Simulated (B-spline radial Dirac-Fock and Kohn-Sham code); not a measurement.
Relativistic shifts of the levels of W⁵⁺

System: tungsten as W⁵⁺ in the configuration 1s2 2s2 2p6 3s2 3p6 3d10 4s2 4p6 4d10 4f14 5s2 5p6 5d1.

Both columns are ΔSCF binding energies of the configuration average from a radial atomic solver: non-relativistic Hartree-Fock with a point nucleus, and Dirac-Fock with a finite nucleus and the Coulomb interaction alone, averaged over the two j levels with weights 2j+1.

| shell | Hartree-Fock (eV) | Dirac-Fock (eV) | shift (eV) | shift (%) |
| --- | --- | --- | --- | --- |
| 1s | 64279.0 | 69941.6 | +5662.65 | +8.81 |
| 2s | 10720.0 | 12221.7 | +1501.74 | +14.01 |
| 2p | 10256.6 | 10755.8 | +499.18 | +4.87 |
| 3s | 2535.4 | 2906.0 | +370.65 | +14.62 |
| 3p | 2320.6 | 2459.4 | +138.82 | +5.98 |
| 3d | 1924.3 | 1907.7 | -16.64 | -0.86 |
| 4s | 583.9 | 674.6 | +90.61 | +15.52 |
| 4p | 493.2 | 525.0 | +31.83 | +6.45 |
| 4d | 328.2 | 323.7 | -4.52 | -1.38 |
| 4f | 112.0 | 102.4 | -9.59 | -8.56 |
| 5s | 135.5 | 150.6 | +15.17 | +11.19 |
| 5p | 105.0 | 108.8 | +3.84 | +3.66 |
| 5d | 64.41 | 62.98 | -1.43 | -2.21 |

Relativity binds 1s, 2s, 2p, 3s, 3p, 4s, 4p, 5s, 5p more strongly, among those listed most of all 4s in relative terms, and 3d, 4d, 4f, 5d more weakly, because the contracted s and p shells screen the nucleus better.

Values without a named source are computed, but for edge energies of neutral atoms, which are taken from tables.
